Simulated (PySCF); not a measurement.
A GIAO shielding run with PySCF 2.14 (density fitting, non-relativistic, gas phase) on `CC(=O)N(C)[SiH2]N`, C3H10N2OSi:

```
$ OMP_NUM_THREADS=1 python probes_run.py task.json out

{"job": {"kind": "nmr", "xc": "PBE0", "basis": "pcSseg-1"}, "charge": 0, "multiplicity": 1}
C      2.098376     0.700026    -1.014501
C      0.586712     0.625493    -1.046898
O     -0.060055     1.223049    -1.886586
N     -0.021904    -0.124163    -0.099885
C      0.744124    -0.821622     0.906706
Si    -1.772903    -0.341747    -0.143390
N     -2.245287     0.097594     1.459826
H      2.436365     1.173549    -0.094720
H      2.431915     1.291971    -1.862397
H      2.533438    -0.295084    -1.073850
H      1.371034    -1.599362     0.462169
H      1.382676    -0.132403     1.463175
H      0.052352    -1.287460     1.603283
H     -2.361008     0.382959    -1.253164
H     -2.001880    -1.788069    -0.223379
H     -3.191403    -0.106824     1.737359
H     -1.989552     1.014122     1.795852
```

Hardware: 1 thread of an Intel Xeon, shared host. The job also computes population analyses, field gradients.

Question: How large is the calculation?

Answer: 64 electrons, 176 basis functions and 927 auxiliary functions.

Question: How long does it take, and how much memory does it need?

Answer: 42 s of wall time, with 14 SCF cycles and 5 response iterations; peak memory 0.81 GiB. Times on a shared host scatter by some tens of per cent.
